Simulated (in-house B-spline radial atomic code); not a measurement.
Binding energies in Br⁶⁺

NIST's tabulated ground configuration is [Ar] 3d10 4s1; each binding energy is the energy of the ion with one electron taken from that subshell, relaxed, less that of the parent. Computed with an all-electron radial atomic-structure program (B-spline basis): Dirac-Hartree-Fock, average of configuration, Fermi nucleus of rms radius 4.1629 fm. Energies include first-order Breit, QED and recoil terms.

```
subshell  X-ray name  binding energy (eV)  -ε (eV)  relaxation (eV)
   2p1/2          L2               1702.5   1729.3             24.2
   2p3/2          L3               1655.8   1681.3             23.7
   3p1/2          M2                294.8    299.4              4.3
   3p3/2          M3                287.8    292.2              4.2
   3d3/2          M4                171.4    175.9              4.4
   3d5/2          M5                170.4    174.7              4.3
      4s          N1                101.7    101.9              0.1
```

Relaxation = -ε minus the binding energy without Breit, QED and recoil terms.

Emission lines follow as differences of binding energies, with λ = 12398.42 eV·Å / E:

```tsv
line	holes	energy (eV)	wavelength (Å)
L3-M5	2p3/2 → 3d5/2	1485.4	8.3469
L2-M4	2p1/2 → 3d3/2	1531.1	8.0977
```

Problem. What does it cost to remove both a 3p3/2 and a 4s electron?

Solution. 409.83 eV, which is 20.28 eV more than the two single binding energies together.
